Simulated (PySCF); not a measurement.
## Mg⁺: ionisation energy

Mg⁺ [Ne] 3s1 (2S) → Mg²⁺ [Ne] (1S), as a difference of total energies. All numbers are calculated (PySCF 2.14, no relativity, point nucleus, in aug-cc-pVTZ with one added diffuse shell each of s, p, d, f type (7s6p4d3f, 66 functions)). The calculations carry no spin-orbit coupling.

```json
{"method": "UHF", "ionisation energy (eV)": "14.723"}
{"method": "LDA", "ionisation energy (eV)": "15.350"}
{"method": "PBE", "ionisation energy (eV)": "15.340"}
{"method": "PBE0", "ionisation energy (eV)": "15.234"}
{"method": "r2SCAN", "ionisation energy (eV)": "15.019"}
{"method": "MN15", "ionisation energy (eV)": "14.766"}
{"method": "CAM-B3LYP", "ionisation energy (eV)": "15.470"}
{"method": "B97-3", "ionisation energy (eV)": "14.965"}
```

For comparison: 15.035 eV (measured; NIST Atomic Spectra Database, ionization energies).
